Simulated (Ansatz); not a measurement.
Reaction (redistribution): `C[SiH2][SiH2]O` + `O[SiH](O)[Si](F)(F)F` → `C[SiH2][SiH](O)F` + `O[SiH](O)[SiH](F)F`

Program: Ansatz. Geometries: PBE0-D4/def2-TZVP. ΔE: electronic, gas phase. CCSD(T)/CBS adds triple-zeta CCSD(T) − MP2 to the extrapolated MP2 energy (def2 sets, frozen cores). One conformer a species, not always the lowest.

```json
{"species": "`C[SiH2][SiH2]O`", "CCSD/def2-TZVPP energy (Eh)": "-696.10358"}
{"species": "`O[SiH](O)[Si](F)(F)F`", "CCSD/def2-TZVPP energy (Eh)": "-1029.67912"}
{"species": "`C[SiH2][SiH](O)F`", "CCSD/def2-TZVPP energy (Eh)": "-795.31914"}
{"species": "`O[SiH](O)[SiH](F)F`", "CCSD/def2-TZVPP energy (Eh)": "-930.46036"}
```

**Question.** Work out ΔE.

**Answer.** ΔE = (-795.31914) + (-930.46036) − (-696.10358) − (-1029.67912) = 0.00320 Eh = +0.09 eV. CCSD(T)/CBS gives +0.07 eV.

Largest T1 diagnostic among the species: 0.012.
